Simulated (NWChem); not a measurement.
Species: C3H4O2Si; SMILES C1OC(=O)[SiH2]C=1

```xyz
10

O      0.1734    -2.1827     0.0000
C      0.0008    -1.0061     0.0000
O     -1.2952    -0.4979     0.0000
C     -1.3595     0.8635     0.0000
C     -0.2634     1.6427     0.0000
Si     1.2041     0.5217     0.0000
H     -2.3971     1.2104     0.0000
H     -0.3650     2.7279     0.0000
H      2.0582     0.5245    -1.2211
H      2.0582     0.5245     1.2211
```
Atoms are numbered in this order, from 1.

Results from NWChem. Pople sets run with spherical d functions. All runs use the structure optimised with PBE0/def2-SVP. Vzz is the largest principal value of the second derivative of the potential at the nucleus (NWChem prints the opposite sign); η is the asymmetry. Non-relativistic.

For level PBE0/def2-TZVP:

| Item | Result |
|---|---|
| η O1 | 0.51 |
| Vzz O3 (a.u.) | 1.450 |

Question: How do the values read with level B3LYP/6-31G* instead?

Answer: 
| Item | Result |
|---|---|
| η O1 | 0.36 |
| Vzz O3 (a.u.) | 1.392 |
